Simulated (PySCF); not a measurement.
The PySCF input:
```python
from pyscf import gto, scf, dft

mol = gto.Mole()
mol.atom = '''
    Si    1.73006259    0.88617971   -0.01821925
    Si    0.21430832   -1.03910606   -0.11847187
    Si   -1.93611862    0.11291389    0.13212917
    H     3.05494759    0.29289400   -0.13804698
    H     1.35438441    1.72882927   -1.14918317
    H     1.47531091    1.50967649    1.27664176
    H     0.46584425   -2.03082472    0.92986925
    H     0.32388443   -1.79829328   -1.36643948
    H    -2.00324331    1.05008294   -0.98479523
    H    -1.86962290    0.76938187    1.43401237
    H    -2.91703742   -0.96157215    0.06180881
'''
mol.basis = 'sto-3g'
mol.charge = 1
mol.spin = 1
mol.verbose = 3
mol.build()

mf = dft.UKS(mol)
mf.xc = 'tpssh'
mf.kernel()
mf.analyze()
```

Q: What <S^2> does TPSSH/STO-3G in PySCF give?

A: 0.752

Q: What number of basis functions does TPSSH/STO-3G give?

A: 35

Q: What nuclear repulsion energy does TPSSH/STO-3G give?

A: 190.6863 Eh

Q: Estimate the total energy that TPSSH/STO-3G returns for this input.

A: -863.008031 Ha

Q: Estimate the HOMO energy that TPSSH/STO-3G returns for this input.

A: -11.46 eV

These values belong to the state on which the SCF converged, which isn't shown to be the lowest.

Q: Roughly what does it cost on one core?

A: very roughly 18 core-seconds.
